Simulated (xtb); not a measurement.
F₄Ta (SMILES [F][Ta]([F])([F])[F]), doublet, at a GFN2-xTB geometry (such geometries of metal compounds can be far from the true shape) (the multiplicity is a formal guess). Base run: GFN0-xTB (xtb 6.7.1).

Here is a job for xtb.
```
$ xtb mol.xyz --gfn 0 --uhf 1 --json

# file mol.xyz
5

Ta     0.00000000     0.00000000    -0.00000000
F      0.51886739     1.16694161    -1.28956491
F      0.10389302    -1.25026783     1.31148402
F     -0.44161278    -1.25382413    -1.23566053
F     -0.18114763     1.33715035     1.21374142
```

Variants of this job, named by their change:

```csv
change,ΔE vs base (mEh)
base,0.000
etemp = 5000,-11.791
file = coord,0.000
acc = 0.1,0.000
etemp = 10,0.000
```
